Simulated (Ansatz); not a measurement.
C2H6OZn, charge -1, doublet, at a GFN2-xTB geometry (such geometries of metal compounds can be far from the true shape) (a state made from the parent by changing its charge; the spin is typed, not shown lowest) (a gas-phase anion, which may not be bound at this level), atoms displaced at random by about 0.03 Å a coordinate; Ansatz (an electronic-structure program) with PBE0/6-31G, gradient.

Ansatz was given this input:
Ansatz 0.2 input:
```yaml
crystal:
  periodic: [false, false, false]
  atoms:
    - {symbol: Zn, position_ang: [0.72109683, 0.43687514, 0.07861742]}
    - {symbol: C, position_ang: [-0.36963303, -1.26951964, -1.14011699]}
    - {symbol: C, position_ang: [-1.82975264, -0.94469581, -1.22784738]}
    - {symbol: H, position_ang: [-0.26183651, -2.15202763, -0.64757088]}
    - {symbol: H, position_ang: [-0.03462995, -1.38956921, -2.20506858]}
    - {symbol: H, position_ang: [-2.03330637, 0.00649173, -1.78815947]}
    - {symbol: H, position_ang: [-2.27647926, -0.80440730, -0.23626058]}
    - {symbol: H, position_ang: [-2.41969930, -1.76797581, -1.70907062]}
    - {symbol: O, position_ang: [-0.13771105, 0.57284360, 1.97536547]}
    - {symbol: H, position_ang: [0.10229547, 1.13616425, 2.73068476]}
basis:
  gaussian:
    orbitals: 6-31G
hamiltonian:
  xc: pbe0
total_charge: -1
magnetization: {spin_polarized: true, initial_magnetization: 1}
output: {forces: true}
```

It wrote (shortened):

```
Functional definition: PBE0
810 factors; integrals over basis functions are off by at most 3.2e-4 eV
mean field evaluation 1: about -52612.4536 eV, gradient 2.9e1 eV
mean field evaluation 2: about -52597.9910 eV, gradient 6.4e1 eV
mean field evaluation 4: about -52615.9010 eV, gradient 3.0e0 eV
mean field evaluation 8: about -52615.9351 eV, gradient 4.5e-2 eV
mean field evaluation 16: about -52615.9351 eV, gradient 4.0e-5 eV
mean field -52615.93513495 eV, -1933.5999518478 hartree, gradient 4.0e-5 eV, S^2 0.755919; 0 other end points of the search recorded, 0 dependent functions left out
the calculation of the forces begins
reference -52615.93516669 eV, -1933.5999530142 hartree; 29, 28 occupied and 39, 40 virtual orbitals, 810 factors
Total energy: -52615.93516669 eV, -1933.5999530142 hartree
Atom 0 at     0.721097     0.436875     0.078617 Å, force    -1.502931    -1.034565     0.992298 eV/Å
Atom 1 at    -0.369633    -1.269520    -1.140117 Å, force     0.622875     3.778701    -1.881714 eV/Å
Atom 2 at    -1.829753    -0.944696    -1.227847 Å, force    -1.223296     0.588916    -0.073323 eV/Å
Atom 3 at    -0.261837    -2.152028    -0.647571 Å, force     0.778860    -2.951370     1.749315 eV/Å
Atom 4 at    -0.034630    -1.389569    -2.205069 Å, force     0.441040     0.100184     0.804571 eV/Å
Atom 5 at    -2.033306     0.006492    -1.788159 Å, force     0.111642    -0.682726     0.252287 eV/Å
Atom 6 at    -2.276479    -0.804407    -0.236261 Å, force    -0.012225     0.070490     0.111676 eV/Å
Atom 7 at    -2.419699    -1.767976    -1.709071 Å, force     0.045729     0.384390    -0.032438 eV/Å
Atom 8 at    -0.137711     0.572844     1.975365 Å, force     0.463015    -0.443436    -1.726304 eV/Å
Atom 9 at     0.102295     1.136164     2.730685 Å, force     0.275291     0.189415    -0.196368 eV/Å
Dipole moment:    -0.215384    -0.152791    -0.159142 e Å
```
